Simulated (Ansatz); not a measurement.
Gas-phase electronic energies from Ansatz, PBE0-D4/def2-TZVP geometries. CBS: MP2 limit from def2 TZ/QZ plus the TZ coupled-cluster correction, frozen cores. This one scheme is used for every species. DFT in def2-TZVPP. One conformer a species, not always the lowest.

`C=C[SiH2][SiH3]` + `[CH3][AlH][SH]` → `[CH3][AlH][S][SiH3]` + `C=C[SiH3]`  (cleavage of the Si–Si bond)

```tsv
level	ΔE (eV)
r2SCAN-D4	-0.57
HF/def2-QZVPP	-0.68
```

**Question.** What does CCSD(T)/CBS give? (Estimate.)

**Answer.** Ansatz gave: -0.62 eV. The listed levels differ from it by 0.05, -0.06 eV.

Largest T1 diagnostic among the species: 0.013.

The D4 term adds −0.04 eV with B3LYP and −0.02 eV with PBE0; it sums over pairs of atoms, weighted by their polarisabilities, and B3LYP, whose exchange is more repulsive, gets the larger term. From PBE to PBE0 (25 % exact exchange), in def2-TZVPP and without D4, ΔE moves by −0.06 eV.

B3LYP here is the variant with VWN-RPA as its local correlation; programs differ in this.
